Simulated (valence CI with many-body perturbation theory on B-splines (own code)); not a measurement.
# Valence orbitals of Sc

Calculated by configuration interaction combined with many-body perturbation theory (CI+MBPT): three valence electrons over a frozen Dirac-Fock core [Ar], radial functions for each j: 9 s, 9 p, 10 d, 8 f, 5 g, 3 h, 1 i, with the one-electron correlation potential Σ1 (screened to all orders), the two-electron term Σ2, the three-electron term Σ3, Breit, model QED; selected single and double excitations, second order for the rest (own B-spline code, finite nucleus).

Against 36 measured levels this calculation errs by 392 cm⁻¹ on average and by 1105 at most. These come from a selection out of the NIST Handbook of Basic Atomic Spectroscopic Data. Levels without a partner in it may be off by more, other configurations by 1,000 to 4,000 cm⁻¹.

These are the spectroscopic orbitals of the CI (the correlating ones are not listed), shaped by the core and the other valence electrons. h is the expectation value of the core's Dirac-Fock operator, without the valence repulsion; Σ1 is computed up to l = 3 at one energy for each symmetry, that of its lowest orbital but kept below the first core excitation, so for empty shells it is not the orbital's own correlation shift; Breit and QED include the response of the core.

| Orbital | h (hartree) | Σ1 (cm⁻¹) | Breit (cm⁻¹) | QED (cm⁻¹) | ⟨r⟩ (bohr) |
| --- | --- | --- | --- | --- | --- |
| 4s1/2 | -0.71939 | -3115 | 7.7 | 8.7 | 3.911 |
| 5s1/2 | -0.30765 | -515 | 1.6 | 1.7 | 10.06 |
| 6s1/2 | -0.16658 | -166 | 0.5 | 0.6 | 19.50 |
| 4p1/2 | -0.54226 | -1488 | 7.4 | -0.7 | 5.081 |
| 5p1/2 | -0.2368 | -252 | 1.4 | -0.1 | 13.10 |
| 6p1/2 | -0.13847 | -103 | 0.6 | -0.1 | 23.54 |
| 4p3/2 | -0.5402 | -1463 | 3.4 | -0.4 | 5.103 |
| 5p3/2 | -0.23622 | -249 | 0.7 | -0.1 | 13.13 |
| 6p3/2 | -0.13823 | -102 | 0.3 | 0.0 | 23.58 |
| 3d3/2 | -0.84375 | -13155 | -46.4 | -10.7 | 1.786 |
| 4d3/2 | -0.25348 | -151 | -0.4 | -0.1 | 11.40 |
| 5d3/2 | -0.14501 | -70.5 | -0.2 | -0.1 | 22.07 |
| 3d5/2 | -0.84298 | -13088 | -72.5 | -9.9 | 1.790 |
| 4d5/2 | -0.25332 | -150 | -0.7 | -0.1 | 11.41 |
| 5d5/2 | -0.14494 | -70.3 | -0.3 | 0.0 | 22.07 |
| 4f5/2 | -0.15777 | -9.4 | 0.0 | 0.0 | 17.82 |
| 5f5/2 | -0.11034 | -7.5 | 0.0 | 0.0 | 27.60 |
| 4f7/2 | -0.15777 | -9.4 | 0.0 | 0.0 | 17.82 |
| 5f7/2 | -0.11034 | -7.5 | 0.0 | 0.0 | 27.60 |
| 5g7/2 | -0.10352 |  | 0.0 | 0.0 | 25.89 |
| 5g9/2 | -0.10352 |  | 0.0 | 0.0 | 25.89 |

Among the shells of the start configuration 3d1 4s2, Σ1 is largest in size for 3d3/2, where it is 7.1 % of h.

Lowest root of each symmetry, sizes in configuration state functions:

| J | Parity | Roots | Reference | Variational | Second order | Change by selected CI (cm⁻¹) | Change by second order (cm⁻¹) |
| --- | --- | --- | --- | --- | --- | --- | --- |
| 1/2 | even | 4 | 37 | 14914 | 32821 | -9647 | -6 |
| 3/2 | even | 7 | 61 | 23952 | 60559 | -5077 | -12 |
| 5/2 | even | 7 | 66 | 26001 | 83117 | -5085 | -14 |
| 7/2 | even | 5 | 51 | 23987 | 92347 | -6599 | -10 |
| 9/2 | even | 4 | 33 | 21304 | 90770 | -6598 | -9 |
| 1/2 | odd | 7 | 35 | 13572 | 33727 | -3673 | -4 |
| 3/2 | odd | 12 | 58 | 21246 | 65800 | -3516 | -6 |
| 5/2 | odd | 13 | 59 | 22855 | 89719 | -3513 | -7 |
| 7/2 | odd | 10 | 46 | 21226 | 96990 | -3502 | -7 |
| 9/2 | odd | 5 | 27 | 16392 | 96294 | -3507 | -7 |
| 11/2 | odd | 2 | 12 | 11518 | 82978 | -5978 | -10 |
